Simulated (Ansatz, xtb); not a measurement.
# C5H2F3N: which of two isomers lies lower

Structure X: `N#CC1=C[C@@H]1C(F)(F)F`, a singlet. Structure Y: `N#CC#CCC(F)(F)F`, a singlet. Both are isolated molecules in the gas phase, relaxed with r2SCAN-D4/def2-SVP.

Question: Which of the two would you expect CCSD(T)/def2-SVP + ΔMP2/def2-TZVPP electronic energies to favour?

Answer: Structure Y; the calculation gives E(Y) − E(X) = −19.5 kcal/mol.

Level by level:

```
                             level            geometry  E(Y) − E(X) (kcal/mol)  departure from the last row (kcal/mol)  job, with rough time for the two
                          GFN2-xTB            GFN2-xTB                     −17.3                                    +2.1              optimisation, 0.16 s
                         HF/STO-3G            GFN2-xTB                     −26.9                                    −7.5              single point, 0.32 s
      r2SCAN-D4/def2-SVP//GFN2-xTB            GFN2-xTB                     −15.6                                    +3.8               single point, 2.6 s
                r2SCAN-D4/def2-SVP  r2SCAN-D4/def2-SVP                     −15.6                                    +3.8                optimisation, 22 s
                       HF/def2-SVP  r2SCAN-D4/def2-SVP                     −19.8                                    −0.3           part of the CCSD(T) run
                      MP2/def2-SVP  r2SCAN-D4/def2-SVP                     −18.4                                    +1.1           part of the CCSD(T) run
                  CCSD(T)/def2-SVP  r2SCAN-D4/def2-SVP                     −17.4                                    +2.1                      single point
CCSD(T)/def2-SVP + ΔMP2/def2-TZVPP  r2SCAN-D4/def2-SVP                     −19.5                                                        single point, 64 s
```

As drawn, Y has 1 C≡C in place of 1 C–C, 1 C=C. Structure X has a 3-membered ring, Y no ring.

The levels shown agree on the order. The largest departure from CCSD(T)/def2-SVP + ΔMP2/def2-TZVPP is that of HF/STO-3G, 7.5 kcal/mol. The last row adds to CCSD(T) the change of the MP2 difference between the two basis sets, here −2.1 kcal/mol.

With thermal terms from frequencies at re-optimised GFN2-xTB minima (ideal gas, soft modes damped towards free rotors, one conformer each, 298.15 K, 1 atm): on the last row, ΔE + ΔZPE = −19.3, ΔH = −19.0, ΔG = −19.8 kcal/mol.

The correlated steps freeze 9 core orbitals. Mirror images aren't counted in ΔG. Codes used: Ansatz 0.2.0, xtb 6.7.1; the last row on 4 threads of Arm Neoverse V2 on a shared host.
